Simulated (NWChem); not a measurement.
System: BeF2; SMILES [F][Be][F]

The following NWChem deck was run.

```
start job
memory heap 200 mb stack 900 mb global 1100 mb
geometry units angstroms noautosym nocenter noautoz
  Be     0.000000     0.000000     0.000000
  F      0.000000     0.000000     1.387030
  F      0.000000     0.000000    -1.387030
end
basis spherical
  * library 6-31g*
end
dft
  xc pbe0
  iterations 150
end
property
  shielding 2 1 2
end
task dft property
```

Geometry: optimised at PBE0/def2-SVP.

GIAO values for the isolated, static molecule; σ is the absolute isotropic shielding, δ = σ(reference) − σ with the isolated reference molecule computed at the same levels (19F: trichlorofluoromethane).

Atoms are numbered as in the input.

Q: What results follow from this input? (PBE0/6-31G* (spherical d), GIAO.) Quantities: basis functions; σ Be1 (ppm); δ F2 (ppm).

A: 
```
Quantity                    Value
-------------------------  ------
number of basis functions      42
σ Be1 (ppm)                 113.4
δ F2 (ppm)                 -174.4
```
